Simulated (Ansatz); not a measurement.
`[BH2][AlH][O][SiH3]` + `O[CH2][GeH3]` → `BO[CH2][GeH3]` + `[AlH2][O][SiH3]`  (cleavage of the B–Al bond)

Computed with Ansatz on PBE0-D4/def2-TZVP structures; ΔE is electronic, products minus reactants. CBS: MP2 limit from def2 TZ/QZ plus the TZ coupled-cluster correction, frozen cores. Functionals use def2-TZVPP. B3LYP here is the variant with VWN-RPA as its local correlation; programs differ in this. For Ge outer-core shells are correlated without core-valence functions, which leaves a few kJ/mol of doubt a bond. Scalar relativity is left out up to krypton. One conformer a species, not always the lowest.

```json
{"level": "PBE-D4", "ΔE (kJ/mol)": "-180.4"}
{"level": "r2SCAN-D4", "ΔE (kJ/mol)": "-186.7"}
{"level": "ωB97M-V", "ΔE (kJ/mol)": "-188.0"}
{"level": "B2PLYP", "ΔE (kJ/mol)": "-190.0"}
{"level": "B3LYP", "ΔE (kJ/mol)": "-187.1"}
{"level": "CCSD/def2-TZVPP", "ΔE (kJ/mol)": "-181.9"}
{"level": "CCSD(T)/def2-TZVPP", "ΔE (kJ/mol)": "-184.4"}
{"level": "CCSD/CBS(def2)", "ΔE (kJ/mol)": "-179.7"}
```

**Question.** What does CCSD(T)/CBS give? (Estimate.)

**Answer.** The calculation gave: -182.2 kJ/mol. The listed levels differ from it by 1.8, -4.5, -5.8, -7.8, -4.9, 0.3, -2.2, 2.5 kJ/mol.

Largest T1 diagnostic among the species: 0.013.
